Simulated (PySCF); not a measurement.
Compound: C4H3F3N2O.
Geometry (GFN2-xTB, Å), atoms numbered from 1 in this order:
```
atom  x, y, z in Å
F1    -1.3669    1.7864    0.4155
C2    -1.7540    0.5098    0.3668
F3    -1.6656    0.0274    1.6106
F4    -3.0529    0.5091    0.0414
C5    -0.9393   -0.3102   -0.6301
C6     0.4958   -0.3076   -0.2490
N7     1.4131    0.5207   -0.6441
C8     2.5159    0.0817    0.0159
N9     2.2878   -0.9540    0.7638
O10    0.9715   -1.2226    0.6029
H11   -1.3311   -1.3293   -0.6237
H12   -1.0552    0.1457   -1.6144
H13    3.4764    0.5432   -0.0732
```

Computed at PBE0/pcSseg-1 (PySCF, non-relativistic), with Q(14N) = 0.02044 b, Q(17O) = −0.0256 b: N7, 14N (I = 1): χzz = -4.501 MHz, η = 0.113; N9, 14N (I = 1): χzz = -6.035 MHz, η = 0.913; O10, 17O (I = 5/2): χzz = -10.26 MHz, η = 0.085.

(1) Where would the pure quadrupole (NQR) lines of 14N at N7 fall for the rigid, isolated species?

(2) Find the zero-field quadrupole resonance frequencies of 14N at N9.

(3) Where would the pure quadrupole (NQR) lines of 17O at O10 fall for the rigid, isolated species?

## Answers

(1) From ν± = (3/4)|χ|(1 ± η/3) and ν0 = |χ|η/2: ν+ 3.503 MHz, ν− 3.248 MHz, ν0 0.255 MHz (pyridine-type nitrogen).

(2) From ν± = (3/4)|χ|(1 ± η/3) and ν0 = |χ|η/2: ν+ 5.904 MHz, ν− 3.149 MHz, ν0 2.755 MHz (pyridine-type nitrogen).

(3) From the eigenvalues of H = χ/[4I(2I − 1)] × [3Iz² − I(I + 1) + η(Ix² − Iy²)], steps between neighbouring levels, labelled as for η = 0: ±1/2↔±3/2 1.551 MHz, ±3/2↔±5/2 3.073 MHz (ring oxygen).

In a crystal, neighbours and librations shift these lines. GFN2-xTB bond lengths can be off by several hundredths of an ångström, more for odd bonds, and the gradients follow them. A larger basis could move these couplings by a tenth or more.

One conformer stands for the species.
